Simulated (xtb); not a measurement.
Cl$_{3}$Lu, charge -1, doublet, geometry from GFN2-xTB of the parent state (such geometries of metal compounds can be far from the true shape) (a state made from the parent by changing its charge; the spin is typed, not shown lowest); GFN1-xTB (xtb 6.7.1).

xtb was given this input:
```
$ xtb mol.xyz --gfn 1 --chrg -1 --uhf 1 --json

# file mol.xyz
4

Lu     0.11745897     0.35785999     0.22337050
Cl     1.81101761    -0.79670120    -0.87104379
Cl    -0.88627084    -1.35131577     1.43586369
Cl    -1.41531070     0.65342525    -1.49772024
```

**Question.** Predict the main parts of the log of this xtb run.

**Answer.** 
```
   ID    Z sym.   atoms
    1   71 Lu     1
    2   17 Cl     2-4

           -------------------------------------------------
          |                Calculation Setup                |
           -------------------------------------------------

           -------------------------------------------------
          |                 G F N 1 - x T B                 |
           -------------------------------------------------

          ...................................................
          :                      SETUP                      :
          :.................................................:
          :  # basis functions                  40          :
          :  # atomic orbitals                  36          :
          :  # shells                           12          :
          :  # electrons                        25          :
          :  # halogen bonds                     0          :
          :  max. iterations                   250          :
          :  Hamiltonian                  GFN1-xTB          :
          :  restarted?                      false          :
          :  GBSA solvation                  false          :
          :  PC potential                    false          :
          :  electronic temp.          300.0000000     K    :
          :  accuracy                    1.0000000          :
          :  -> integral cutoff          0.2500000E+02      :
          :  -> integral neglect         0.1000000E-07      :
          :  -> SCF convergence          0.1000000E-05 Eh   :
          :  -> wf. convergence          0.2000000E-04 e    :
          :  Broyden damping             0.4000000          :
          :  net charge                         -1          :
          :  unpaired electrons                  1          :
          ...................................................

 iter      E             dE          RMSdq      gap      omega  full diag
   1    -14.1002501 -0.141003E+02  0.715E+00    0.04       0.0  T
   2    -14.1120609 -0.118108E-01  0.424E+00    0.05       1.0  T
   3    -14.1122179 -0.157000E-03  0.438E-01    0.05       1.0  T
   4    -14.1123169 -0.989234E-04  0.226E-02    0.05       2.2  T
   5    -14.1123184 -0.159207E-05  0.932E-03    0.05       5.4  T
   6    -14.1123187 -0.237437E-06  0.809E-04    0.05      61.8  T
   7    -14.1123187 -0.222491E-08  0.210E-05    0.05    2379.0  T
   8    -14.1123187 -0.187050E-11  0.122E-06    0.05   40904.4  T

[...]
         :: total energy             -14.091067402269 Eh    ::
[...]
        14        0.1916           -0.1127297              -3.0675 (LUMO)
        15        0.1916           -0.1127297              -3.0675
        16        0.0000           -0.1043558              -2.8397
        17        0.0000           -0.1043558              -2.8397
        18                          0.0013368               0.0364
        19                          0.1212566               3.2996
        20                          0.1218790               3.3165
        21                          0.1218790               3.3165
        22                          0.1219447               3.3183
        23                          0.1226839               3.3384
        24                          0.1226839               3.3384
       ...                                ...                  ...
        36                          0.5913596              16.0917
      -------------------------------------------------------------
                  HL-Gap            0.0018197 Eh            0.0495 eV
             Fermi-level           -0.1686777 Eh           -4.5900 eV

  Mulliken/CM5 charges         n(s)   n(p)   n(d)
     1Lu    0.77956  1.15277   0.536  0.700  0.985
     2Cl   -0.59319 -0.71759   1.825  5.771 -0.003
     3Cl   -0.59319 -0.71759   1.825  5.771 -0.003
     4Cl   -0.59319 -0.71759   1.825  5.771 -0.003

Wiberg/Mayer (AO) data.
largest (>0.10) Wiberg bond orders for each atom

 ---------------------------------------------------------------------------
     #   Z sym  total        # sym  WBO       # sym  WBO       # sym  WBO
 ---------------------------------------------------------------------------
     1  71 Lu   1.986 --     4 Cl   0.662     2 Cl   0.662     3 Cl   0.662
     2  17 Cl   0.723 --     1 Lu   0.662
     3  17 Cl   0.723 --     1 Lu   0.662
     4  17 Cl   0.723 --     1 Lu   0.662
 ---------------------------------------------------------------------------

Topologies differ in total number of bonds
Writing topology from bond orders to xtbtopo.mol

 dipole moment from electron density (au)
     X       Y       Z
   0.9919   3.0221   1.8863  total (Debye):    9.399

           -------------------------------------------------
          | TOTAL ENERGY              -14.091067402269 Eh   |
          | GRADIENT NORM               0.031488914981 Eh/α |
          | HOMO-LUMO GAP               0.049516089107 eV   |
           -------------------------------------------------

normal termination of xtb
```
